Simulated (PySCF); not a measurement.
H3BFNO (SMILES NB(O)F), singlet, at the geometry optimised at the base level; PBE0/STO-3G, frequencies run with PySCF.

Here is a job for PySCF.
```python
from pyscf import gto, scf, dft
from pyscf.hessian import thermo

mol = gto.Mole()
mol.atom = '''
    B     0.02953394   -0.01253934    0.00476828
    F     1.29822965   -0.31211160   -0.28465309
    O    -0.54347216   -0.39768882    1.21140858
    H     0.17473368   -0.89333946    1.72163522
    N    -0.77856304    0.70786178   -0.90569662
    H    -1.76001157    0.95358301   -0.71069504
    H    -0.44874004    1.03793574   -1.82429604
'''
mol.basis = 'sto-3g'
mol.verbose = 3
mol.nucprop = {4: {'mass': 2.0141018}}
mol.build()

mf = dft.RKS(mol)
mf.xc = 'pbe0'
mf.kernel()
hess = mf.Hessian().kernel()
freq = thermo.harmonic_analysis(mf.mol, hess)
thermo.dump_normal_mode(mf.mol, freq)
th = thermo.thermo(mf, freq['freq_au'], 298.15, 101325)
print('ZPE / Eh', th['ZPE'][0])
```

**Question.** What does PySCF print? Leave out banner, timings and long lists.

**Answer.** 
```
converged SCF energy = -252.834567685119
Mode                                 0                   1                   2
Irrep
Freq [cm^-1]                      282.2032            376.8510            390.5420
Reduced mass [au]                   1.3589              2.9831              1.8114
Force const [Dyne/A]                0.0638              0.2496              0.1628
Char temp [K]                     406.0275            542.2047            561.9030
Normal mode                   x     y     z       x     y     z       x     y     z
       0   B                 0.00  0.01  0.01   -0.08  0.01  0.03   -0.00 -0.01 -0.01
       1   F                 0.00  0.01  0.00   -0.09  0.03  0.01   -0.00 -0.01 -0.00
       2   O                 0.01  0.03  0.02    0.06 -0.06  0.08   -0.02 -0.07 -0.04
       3   H                -0.06 -0.17 -0.08    0.21 -0.03 -0.08    0.17  0.50  0.24
       4   N                -0.04 -0.10 -0.05    0.06  0.02 -0.09   -0.00 -0.01 -0.00
       5   H                 0.14  0.40  0.19    0.04  0.15 -0.34    0.13  0.39  0.19
       6   H                 0.20  0.59  0.28    0.31 -0.09 -0.04    0.02  0.08  0.04
Mode                                 3                   4                   5
Irrep
Freq [cm^-1]                      428.2011            540.8596            635.8191
Reduced mass [au]                   4.9789              1.0837             10.1258
Force const [Dyne/A]                0.5379              0.1868              2.4118
Char temp [K]                     616.0860            778.1765            914.8022
Normal mode                   x     y     z       x     y     z       x     y     z
       0   B                -0.02  0.04 -0.08   -0.00 -0.00 -0.00    0.08  0.24  0.11
       1   F                -0.00 -0.06  0.13   -0.01 -0.03 -0.01   -0.02 -0.05 -0.02
       2   O                 0.08 -0.00 -0.05    0.00  0.00 -0.00   -0.02 -0.05 -0.03
       3   H                 0.20  0.02 -0.20    0.06  0.18  0.09   -0.00 -0.00 -0.00
       4   N                -0.08  0.04 -0.03    0.01  0.02  0.01   -0.02 -0.05 -0.02
       5   H                -0.08 -0.02  0.09   -0.20 -0.59 -0.28   -0.02 -0.06 -0.03
       6   H                -0.21  0.10 -0.06    0.19  0.55  0.27   -0.03 -0.07 -0.04
Mode                                 6                   7                   8
Irrep
Freq [cm^-1]                      902.0426            932.4365            980.8466
Reduced mass [au]                   3.5989              3.3808              1.7491
Force const [Dyne/A]                1.7253              1.7318              0.9914
Char temp [K]                    1297.8384           1341.5685           1411.2199
Normal mode                   x     y     z       x     y     z       x     y     z
       0   B                -0.00  0.01 -0.01    0.00 -0.00  0.01   -0.02  0.00  0.01
       1   F                 0.08 -0.03 -0.01   -0.07  0.01  0.03    0.08 -0.02 -0.01
       2   O                 0.02 -0.04  0.07    0.11  0.02 -0.12   -0.04  0.02 -0.02
       3   H                -0.20 -0.09  0.33   -0.23 -0.04  0.25    0.13  0.06 -0.22
       4   N                -0.10  0.08 -0.09   -0.02 -0.02  0.06   -0.09 -0.01  0.08
       5   H                -0.11  0.14 -0.21   -0.03  0.10 -0.18   -0.12  0.24 -0.41
       6   H                -0.03  0.05 -0.08    0.25 -0.14  0.11    0.40 -0.22  0.17
Mode                                 9                  10                  11
Irrep
Freq [cm^-1]                     1550.7533           1611.2630           1794.9013
Reduced mass [au]                   5.2727              4.6854              1.3598
Force const [Dyne/A]                7.4709              7.1669              2.5810
Char temp [K]                    2231.1887           2318.2487           2582.4634
Normal mode                   x     y     z       x     y     z       x     y     z
       0   B                 0.04  0.10 -0.23    0.24 -0.08 -0.01   -0.06  0.05 -0.05
       1   F                -0.02  0.00  0.01   -0.08  0.02  0.02    0.01 -0.00 -0.00
       2   O                -0.03 -0.03  0.07   -0.03  0.00  0.02    0.00 -0.00  0.01
       3   H                -0.02 -0.04  0.10    0.06  0.00 -0.05   -0.02 -0.01  0.03
       4   N                 0.01 -0.03  0.05   -0.04  0.02 -0.01    0.07 -0.06  0.07
       5   H                 0.03 -0.05  0.08   -0.07  0.16 -0.28    0.02  0.25 -0.53
       6   H                 0.25 -0.14  0.10   -0.13  0.07 -0.04   -0.56  0.22 -0.06
Mode                                12                  13                  14
Irrep
Freq [cm^-1]                     2825.9483           3799.7697           3985.1359
Reduced mass [au]                   2.2412              1.0518              1.0994
Force const [Dyne/A]               10.5455              8.9470             10.2867
Char temp [K]                    4065.9105           5467.0226           5733.7232
Normal mode                   x     y     z       x     y     z       x     y     z
       0   B                -0.01 -0.00  0.01    0.00 -0.00  0.00   -0.00  0.00  0.00
       1   F                 0.00 -0.00 -0.00    0.00 -0.00 -0.00    0.00 -0.00 -0.00
       2   O                -0.05  0.04 -0.05   -0.00 -0.00  0.00    0.00  0.00 -0.00
       3   H                 0.46 -0.33  0.35   -0.00  0.00 -0.00    0.00 -0.00  0.00
       4   N                 0.00 -0.00  0.00   -0.03  0.03 -0.04   -0.06 -0.00  0.05
       5   H                 0.00 -0.00  0.00    0.66 -0.16 -0.14    0.64 -0.16 -0.12
       6   H                -0.00  0.00  0.00   -0.23 -0.21  0.61    0.21  0.22 -0.60
ZPE / Eh 0.047927118066369845
```
